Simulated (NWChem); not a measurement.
System: CH5F2NSi; SMILES [SiH](F)(CN)F

```xyz
10

N      0.0822     2.2677     0.0085
C     -0.7563     1.1126    -0.3039
Si    -0.0236    -0.4875     0.3147
F      1.4585    -0.6194    -0.3291
F     -0.8604    -1.7855    -0.1681
H      0.1745     2.4004     1.0138
H      1.0232     2.1451    -0.3610
H     -0.9100     1.0524    -1.3957
H     -1.7658     1.2651     0.1152
H      0.1326    -0.5510     1.7896
```
Atoms are numbered in this order, from 1.

Program: NWChem. Structure relaxed at the PBE0/def2-SVP level. Level: PBE0/def2-SVP with SMD (1 M gas to 1 M solution), gas-phase geometry. Reactions with the solvent are ignored.

Question: What does the run give for solvent toluene? Quantities: solvation free energy (kcal/mol); cavity-dispersion-structure term (kcal/mol); dipole in solution (D).

Answer: The solvation free energy (kcal/mol) comes out as -3.2 and the cavity-dispersion-structure term (kcal/mol) comes out as 0.7. The dipole in solution (D) is 1.82.
